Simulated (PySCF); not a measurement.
Compound: C8H8BN3O2.
SMILES with atom numbers: `[NH2:1][C:2](=[O:3])[N:4]1[N:5]=[CH:6][c:7]2[cH:8][cH:9][cH:10][cH:11][c:12]2[B:13]1[OH:14]`

Definitions: NICS(0) = −σiso at the ring centroid; NICS(1) = −σiso and NICS(1)zz = −σzz at ±1 Å along the ring normal z. Level: GIAO CAM-B3LYP/pcSseg-1 (PySCF, non-relativistic, gas phase) on the PBE0-D3(BJ)/def2-SVP geometry, one conformer.

Rings: 1. N4–N5–C6–C7–C12–B13; 2. C7–C8–C9–C10–C11–C12.

| set | NICS(0) | NICS(1), two faces | NICS(1)zz, two faces |
| --- | --- | --- | --- |
| P | -0.6 | -3.9 / -3.8 | -5.3 / -5.3 |
| Q | -8.3 | -11.6 / -11.6 | -29.0 / -29.0 |

Q: Which set (ppm) belongs to which ring?

A: P = 1, Q = 2.
- 1 (6-membered ring with B and 2 N; formal bonds 1 aromatic, 1 double, 4 single): mean NICS(1)zz -5.3 ppm, shielded.
- 2 (6-membered carbocycle; formal bonds all aromatic): mean NICS(1)zz -29.0 ppm, shielded. For a flat ring without four-coordinate atoms the NICS criterion counts such a value as aromatic, though in fused rings the probe also feels the neighbouring ring.

Q: How do the rings differ in shape?

A: 
```tsv
ring	bond lengths (Å)	rms pucker (Å)	HOMA	nearest outside atom to a NICS(1) probe (Å)
1	1.356, 1.286, 1.449, 1.410, 1.546, 1.471	0.00	–	hydrogen 2.64
2	1.405, 1.387, 1.402, 1.389, 1.402, 1.410	0.00	0.95	hydrogen 2.68
```

HOMA = 1 − mean of α(R − Ropt)² over the ring bonds, with Krygowski's 1993 parameters (CC: Ropt 1.388 Å, α 257.7 Å⁻²). A dash marks a ring with a four-coordinate atom, a triple bond, no multiple bond or a kind of bond without parameters.

Conformer computed: `[NH2:1][C:2](=[O:3])[N:4]1[N:5]=[CH:6][c:7]2[cH:8][cH:9][cH:10][cH:11][c:12]2[B:13]1[OH:14]`: N1–C2–N4–N5 0°, H–N1–C2–O3 -179°, H–N1–C2–O3 -1°, H–O14–B13–C12 180°.
